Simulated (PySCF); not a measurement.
Si(Me)2(OH)(SH) (C₂H₈OSSi), SMILES O[Si](C)(C)S.

Geometry optimised at B3LYP-D3(BJ)/def2-SVP. One conformer was computed; it need not be the lowest.

Computed with B3LYP-D3(BJ)/def2-SVP in PySCF.

Frequencies are harmonic and unscaled.

Computed normal modes with their intensities:
| mode | ν (cm⁻¹) | IR (km/mol) | Raman (Å⁴/amu) | depolarisation | moving atoms (share of kinetic energy) |
|---|---|---|---|---|---|
| 1 | 139 | 0.3 | 0.5 | 0.74 | H 97 % |
| 2 | 150 | 4.0 | 1.1 | 0.75 | H 80 %, C 9 % |
| 3 | 157 | 1.0 | 3.7 | 0.74 | H 56 %, C 22 %, O 14 % |
| 4 | 174 | 0.7 | 1.3 | 0.73 | C 37 %, H 29 %, S 18 %, O 11 % |
| 5 | 213 | 36.6 | 1.9 | 0.73 | H 90 % |
| 6 | 230 | 7.5 | 1.7 | 0.65 | H 35 %, C 24 %, Si 20 %, O 12 %, S 10 % |
| 7 | 237 | 2.4 | 2.9 | 0.64 | H 44 %, C 18 %, S 16 %, O 12 %, Si 11 % |
| 8 | 271 | 21.9 | 1.6 | 0.74 | O 35 %, H 24 %, C 21 %, Si 19 % |
| 9 | 321 | 92.0 | 4.2 | 0.66 | H 62 %, O 26 %, S 9 % |
| 10 | 467 | 44.3 | 11.4 | 0.11 | S 42 %, Si 31 %, C 12 %, H 10 % |
| 11 | 654 | 35.2 | 13.6 | 0.10 | C 49 %, H 28 %, Si 17 % |
| 12 | 677 | 3.7 | 4.0 | 0.73 | H 87 %, C 9 % |
| 13 | 699 | 8.1 | 7.1 | 0.73 | H 52 %, C 35 %, Si 12 % |
| 14 | 752 | 53.5 | 1.3 | 0.74 | H 72 %, C 18 % |
| 15 | 788 | 42.1 | 3.7 | 0.62 | H 57 %, O 26 %, C 13 % |
| 16 | 803 | 47.6 | 2.7 | 0.72 | H 62 %, C 18 %, Si 14 % |
| 17 | 841 | 92.7 | 1.4 | 0.69 | H 66 %, C 20 %, Si 12 % |
| 18 | 876 | 268.7 | 1.3 | 0.39 | H 57 %, Si 21 %, C 11 %, O 10 % |
| 19 | 920 | 78.6 | 1.1 | 0.70 | Si 39 %, H 31 %, O 23 % |
| 20 | 1273 | 39.9 | 0.5 | 0.75 | H 77 %, C 23 % |
| 21 | 1277 | 17.8 | 0.4 | 0.37 | H 78 %, C 21 % |
| 22 | 1427 | 0.6 | 17.1 | 0.75 | H 96 % |
| 23 | 1427 | 1.9 | 7.6 | 0.75 | H 96 % |
| 24 | 1435 | 3.9 | 22.1 | 0.75 | H 96 % |
| 25 | 1439 | 5.8 | 0.6 | 0.45 | H 96 % |
| 26 | 2669 | 1.9 | 137.0 | 0.30 | H 97 % |
| 27 | 3029 | 2.1 | 85.1 | 0.00 | H 97 % |
| 28 | 3033 | 2.1 | 181.7 | 0.01 | H 97 % |
| 29 | 3121 | 3.5 | 69.1 | 0.75 | H 91 %, C 9 % |
| 30 | 3123 | 4.5 | 84.7 | 0.75 | H 91 %, C 9 % |
| 31 | 3124 | 6.9 | 101.8 | 0.75 | H 91 %, C 9 % |
| 32 | 3134 | 4.8 | 74.3 | 0.74 | H 91 %, C 9 % |
| 33 | 3866 | 76.9 | 99.0 | 0.29 | H 94 % |
